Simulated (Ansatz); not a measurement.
One change: `CS[SiH2][GeH3]` becomes `CB[SiH2]SC`.

Ansatz, PBE0-D4/def2-TZVP geometries, multiplicity 1. Each molecule was computed in one conformer, which needn't be the lowest.

Scalar relativity is left out up to krypton.

| property | `CS[SiH2][GeH3]` |
| --- | --- |
| ideal-gas entropy at 298 K and 1 bar (rigid rotor, harmonic PBE0-D4/def2-TZVP) / J/(mol·K) | 388 |
| size of the dipole moment (PBE/def2-TZVPP) / D | 1.26 |
| HOMO energy (PBE0/def2-TZVPP) / eV | -6.82 |
| HOMO–LUMO gap (PBE0/def2-TZVPP) / eV | 6.64 |
| zero-point energy (PBE0-D4/def2-TZVP) / kJ/mol | 208.9 |
| HOMO energy (ωB97M-V/def2-TZVPP) / eV | -8.94 |

Q: What does the change do to each property? (An estimate is asked.)

A: The calculation gave: 
```csv
property,`CB[SiH2]SC`,shift
"ideal-gas entropy at 298 K and 1 bar (rigid rotor, harmonic PBE0-D4/def2-TZVP) / J/(mol·K)",397,9
size of the dipole moment (PBE/def2-TZVPP) / D,0.18,-1.08
HOMO energy (PBE0/def2-TZVPP) / eV,-6.74,0.08
HOMO–LUMO gap (PBE0/def2-TZVPP) / eV,4.88,-1.76
zero-point energy (PBE0-D4/def2-TZVP) / kJ/mol,274.2,65.3
HOMO energy (ωB97M-V/def2-TZVPP) / eV,-8.93,0.01
```

With PBE0 the HOMO rises by 0.08 eV and the LUMO falls by 1.68 eV, so the gap narrows by about 1.76 eV. PBE moves the HOMO by 0.14 eV and ωB97M-V by 0.01 eV. The zero-point energy changes by 65.3 kJ/mol with +6 modes. Dipoles are sizes alone; their direction can turn. Modes under 60 cm⁻¹, often nearly free rotors, make the harmonic entropy too high.
